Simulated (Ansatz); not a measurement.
Cost and result up the ladder for Cu2O2 (4 atoms). Charge 0, multiplicity 1. Geometry: PBE0-D4/def2-SVP.

```xyz
4

Cu   -0.026   -0.873    1.769
Cu   -0.620    0.281   -1.851
O     0.616    0.060   -0.554
O     0.030    0.532    0.636
```

Ansatz on 4 threads of Arm Neoverse V2 on a shared host. Times are rough, and most runs start from the orbitals of an earlier one. ωB97X-V/def2-TZVP serves as the yardstick here, not as an exact answer. Binding counts from free atoms at the same level (Cu doublet, O triplet; other spins of the atoms weren't run), without zero-point energy or a counterpoise term.

B3LYP takes the VWN-RPA correlation. Correlated methods freeze 20 core orbitals. The structure holds 1 bond(s) between oxygen atoms. No other spin state of charge 0 was run. Another isomer (singlet) lies 1.23 eV lower at PBE0-D4/def2-TZVP; other spin states weren't run for this one.

Correlated methods converge slowly with the basis.

```tsv
level	functions	wall time	binding energy per atom (eV)	difference from ωB97X-V/def2-TZVP (eV)	remarks
PBE-D4/def2-TZVP (with forces)	152	1.7 s	2.12	0.34	–
PBE0-D4/def2-TZVP	152	2 s	1.71	-0.07	–
B3LYP-D4/def2-TZVP	152	2.2 s	1.75	-0.03	–
r2SCAN-D4/def2-TZVP	152	3 s	1.92	0.14	–
ωB97X-V/def2-TZVP	152	5.5 s	1.78	0.00	–
CCSD(T)/def2-TZVPP	190	63 s	1.66	-0.12	large T1 (0.063), test for broken spin undecided
```
